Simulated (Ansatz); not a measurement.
```yaml
crystal:
  periodic: [false, false, false]
  atoms:
    - {symbol: D, position_ang: [-0.789855, 1.030047, -0.899396]}
    - {symbol: Sn, position_ang: [1.299684, 0.397864, -0.722148]}
    - {symbol: C, position_ang: [0.844711, -1.029786, 0.875370]}
    - {symbol: H, position_ang: [-1.412280, 0.160869, -1.136021]}
    - {symbol: H, position_ang: [-0.940701, 1.793237, -1.663294]}
    - {symbol: H, position_ang: [-1.133554, 1.418340, 0.064985]}
    - {symbol: H, position_ang: [0.100595, -1.749207, 0.518334]}
    - {symbol: H, position_ang: [1.723642, -1.571712, 1.225447]}
    - {symbol: H, position_ang: [0.396157, -0.495853, 1.719626]}
basis:
  gaussian: {orbitals: STO-3G, fitting: {mean_field: def2-universal-jkfit}}
hamiltonian: {xc: {name: BLYP}}
output: {forces: true}
```

```sh
$ ansatz run in.yaml --threads 4 --pin off --events-out ev --progress --plain --max-ram 10444MiB
```

Task: How does Ansatz answer? (Best estimate.)

Result: Ansatz gave: The program refused the input.
```
Error: YAML parse error: error: line 4 column 16: `D` is not an element symbol (H … Og, case-exact)
 --> <input>:4:16
2 |   periodic: [false, false, false]
3 |   atoms:
4 |     - {symbol: D, position_ang: [-0.789855, 1.030047, -0.899396]}
5 |     - {symbol: Sn, position_ang: [1.299684, 0.397864, -0.722148]}
6 |     - {symbol: C, position_ang: [0.844711, -1.029786, 0.875370]}
```
